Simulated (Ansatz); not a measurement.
Total energies of BH₇NPSi, SMILES `BP(N)[SiH3]`.

Z-matrix (Å, degrees):
```
Si
P 1 2.241
H 1 1.487 2 108.7
H 1 1.485 2 108.0 3 119.1
H 1 1.489 2 112.5 3 -119.2
N 2 1.698 1 111.0 3 65.6
B 2 1.824 1 106.9 3 -171.5
H 6 1.008 2 118.3 1 54.5
H 6 1.008 2 115.5 1 -81.5
H 7 1.195 2 116.0 1 44.7
H 7 1.193 2 121.9 1 -142.1
```

Charge 0, multiplicity 1. Geometry: relaxed with PBE0-D4/def2-TZVP. It is one conformer, not always the lowest. Basis def2-TZVPP, Ansatz 0.2.0.

RPA on PBE orbitals: Hartree–Fock energy of these orbitals -712.86763 Eh, correlation -1.08198 Eh (frozen core).

```
             functional  energy without D4 (Eh)  D4 term (kJ/mol)
                    PBE              -714.26814             -24.1
                   BLYP              -714.64810             -52.4
                 r2SCAN              -714.59330              -5.8
                 B97M-V              -714.53972                 –
                   PBE0              -714.34096             -20.5
                r2SCANh              -714.58641              -6.3
HSE06 (plane-wave form)              -714.32206             -19.2
              CAM-B3LYP              -714.66332             -21.0
                 B2PLYP              -714.37468                 –
               PBE-QIDH              -714.15640                 –
```

(1) Give the same for LDA (SPW92), revPBE, B3LYP, r2SCAN0, BHLYP, LC-ωPBE, ωB97X-V, ωB97M-V. (Estimate.)

B3LYP takes the VWN-RPA correlation (the form of Gaussian; ORCA's B3LYP/G). HSE06 is the plane-wave form, built on full-range PBE exchange. The double hybrids freeze the cores in their second-order part.

Results:

(1) The calculation gave: 
```json
{"functional": "LDA (SPW92)", "energy without D4 (Eh)": "-711.48777", "D4 term (kJ/mol)": "–"}
{"functional": "revPBE", "energy without D4 (Eh)": "-714.54696", "D4 term (kJ/mol)": "-68.4"}
{"functional": "B3LYP", "energy without D4 (Eh)": "-714.74961", "D4 term (kJ/mol)": "-39.1"}
{"functional": "r2SCAN0", "energy without D4 (Eh)": "-714.57711", "D4 term (kJ/mol)": "-6.9"}
{"functional": "BHLYP", "energy without D4 (Eh)": "-714.64761", "D4 term (kJ/mol)": "-31.3"}
{"functional": "LC-ωPBE", "energy without D4 (Eh)": "-714.44723", "D4 term (kJ/mol)": "–"}
{"functional": "ωB97X-V", "energy without D4 (Eh)": "-714.57447", "D4 term (kJ/mol)": "–"}
{"functional": "ωB97M-V", "energy without D4 (Eh)": "-714.60187", "D4 term (kJ/mol)": "–"}
```

LC-ωPBE has ω = 0.4 bohr⁻¹.
